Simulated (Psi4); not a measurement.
Interaction energy of F4Si ··· Cl- (SMILES F[Si](F)(F)F and [Cl-]) (charge -1), singlet. Monomers: optimised at B3LYP-D3(BJ) (def2-TZVP), held rigid. Orientation: lowest of the rigid-body minima from ten starts at GFN2-xTB. Only R, the distance of the centres of mass, is varied, so the lowest point isn't the relaxed dimer.

Levels of theory: PBE/def2-TZVPD, counterpoise-corrected (Psi4); PBE-D3(BJ)/def2-TZVPD, counterpoise-corrected (Psi4); B3LYP/def2-TZVPD, counterpoise-corrected (Psi4); SAPT0/jun-cc-pVDZ, frozen core (Psi4).

Interaction energies in kcal/mol; the last columns give the difference from SAPT0:

```csv
R / Å,PBE/def2-TZVPD,PBE-D3(BJ)/def2-TZVPD,B3LYP/def2-TZVPD,SAPT0/jun-cc-pVDZ,PBE/def2-TZVPD − SAPT0/jun-cc-pVDZ,PBE-D3(BJ)/def2-TZVPD − SAPT0/jun-cc-pVDZ,B3LYP/def2-TZVPD − SAPT0/jun-cc-pVDZ
2.61,10.32,8.98,13.63,12.58,-2.26,-3.60,1.05
2.82,0.59,-0.69,3.02,2.40,-1.81,-3.09,0.62
2.96,-2.91,-4.13,-0.90,-1.36,-1.55,-2.77,0.47
3.18,-5.58,-6.70,-4.02,-4.39,-1.19,-2.32,0.37
3.41,-6.31,-7.31,-5.05,-5.41,-0.90,-1.90,0.36
3.62,-6.10,-6.97,-5.03,-5.40,-0.70,-1.57,0.38
3.87,-5.42,-6.14,-4.50,-4.89,-0.53,-1.25,0.39
4.21,-4.34,-4.87,-3.60,-3.96,-0.38,-0.90,0.37
4.64,-3.16,-3.49,-2.60,-2.89,-0.26,-0.60,0.29
5.35,-1.84,-1.99,-1.53,-1.71,-0.13,-0.28,0.17
6.36,-0.88,-0.94,-0.78,-0.87,-0.02,-0.07,0.09
7.69,-0.39,-0.41,-0.37,-0.41,0.02,0.00,0.04
```

PBE/def2-TZVPD is furthest from SAPT0/jun-cc-pVDZ at 2.61 (-2.26 kcal/mol, below); its mean absolute difference over the points is 0.81 kcal/mol.

PBE-D3(BJ)/def2-TZVPD is furthest from SAPT0/jun-cc-pVDZ at 2.61 (-3.60 kcal/mol, below); its mean absolute difference over the points is 1.53 kcal/mol.

B3LYP/def2-TZVPD is furthest from SAPT0/jun-cc-pVDZ at 2.61 (1.05 kcal/mol, above); its mean absolute difference over the points is 0.38 kcal/mol.
